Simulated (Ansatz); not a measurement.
# Energy differences in NiS (charge +1)

Program: Ansatz, Gaussian basis, development build. Basis cc-pwCVTZ-DK on Ni, cc-pVTZ-DK on S, scalar X2C without spin–orbit coupling, 10 orbitals frozen in the corrections; active space CAS(15,10). Restricted Hartree–Fock, then the lowest state-specific CASSCF solution met for each case. Coupled cluster stands on the determinant that it favours, not always the lowest RHF. Single-reference values can break down or jump between states where bonds are stretched. Unlike active orbitals can shift such differences by tenths of an eV, at times by over 1 eV.

Case A, quartet: bond length 1.9630 Å.

Case B, doublet: the shape of A.

Energy less that of case A, in eV:

```tsv
case	RHF/ROHF	CASSCF	CCSD(T)
B	+2.624	+0.041	-0.663
```

Problem. What does SC-NEVPT2 give for these differences?

Solution. B: +0.086 eV (2.0 kcal/mol).

Problem. Which case is lowest, and do the methods agree?

Solution. A is lowest in SC-NEVPT2. CCSD(T) puts B lowest.
